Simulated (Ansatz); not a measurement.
`B1O[SiH2]1` and `[BH]1[O][GeH2]1` differ in one element.

Ansatz, PBE0-D4/def2-TZVP geometries, multiplicity 1. 

Scalar relativity is left out up to krypton.

```
                                          property  `B1O[SiH2]1`
                HOMO energy (PBE0/def2-TZVPP) / eV         -7.11
size of the dipole moment (ωB97M-V/def2-TZVPP) / D          1.19
           HOMO–LUMO gap (ωB97M-V/def2-TZVPP) / eV         10.24
               HOMO energy (B3LYP/def2-TZVPP) / eV         -6.92
                 HOMO energy (PBE/def2-TZVPP) / eV         -5.98
                 LUMO energy (PBE/def2-TZVPP) / eV         -2.04
```

(1) What does the change do to each property? (Best estimate.)

Answers

(1) The calculation gave: 
```json
{"property": "HOMO energy (PBE0/def2-TZVPP) / eV", "`[BH]1[O][GeH2]1`": "-7.03", "shift": "0.08"}
{"property": "size of the dipole moment (ωB97M-V/def2-TZVPP) / D", "`[BH]1[O][GeH2]1`": "1.60", "shift": "0.41"}
{"property": "HOMO–LUMO gap (ωB97M-V/def2-TZVPP) / eV", "`[BH]1[O][GeH2]1`": "9.74", "shift": "-0.50"}
{"property": "HOMO energy (B3LYP/def2-TZVPP) / eV", "`[BH]1[O][GeH2]1`": "-6.86", "shift": "0.06"}
{"property": "HOMO energy (PBE/def2-TZVPP) / eV", "`[BH]1[O][GeH2]1`": "-5.98", "shift": "0.00"}
{"property": "LUMO energy (PBE/def2-TZVPP) / eV", "`[BH]1[O][GeH2]1`": "-2.06", "shift": "-0.02"}
```

With PBE0 the HOMO rises by 0.08 eV and the LUMO falls by 0.24 eV, so the gap narrows by about 0.32 eV. PBE moves the HOMO by 0.00 eV and ωB97M-V by 0.14 eV. Dipoles are sizes alone; their direction can turn.

B3LYP here is the variant with VWN-RPA as its local correlation; programs differ in this.
